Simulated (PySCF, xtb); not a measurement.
(1S)-2,2-difluorocyclopropan-1-ol (C3H4F2O), SMILES O[C@H]1CC1(F)F. One conformer was computed; it need not be the lowest.

Harmonic wavenumbers (cm⁻¹) from xtb 6.7.1 with GFN2-xTB at its own minimum, in rising order: 173, 235, 307, 373, 432, 449, 559, 719, 848, 895, 954, 1019, 1040, 1053, 1147, 1189, 1234, 1297, 1379, 1465, 3070, 3097, 3126, 3512.

**Question.** What does PBE-D3(BJ)/def2-SVP in PySCF 2.14.0 give at its own minimum? (The exact figures need the calculation; the answer reports its results.)

**Answer.** 202, 222, 258, 377, 442, 468, 599, 700, 813, 857, 944, 953, 1015, 1051, 1162, 1238, 1262, 1316, 1340, 1471, 3066, 3083, 3176, 3663. Paired by order, the mean absolute difference is 31 cm⁻¹ and the zero-point energies are 42.3 and 42.4 kcal/mol.
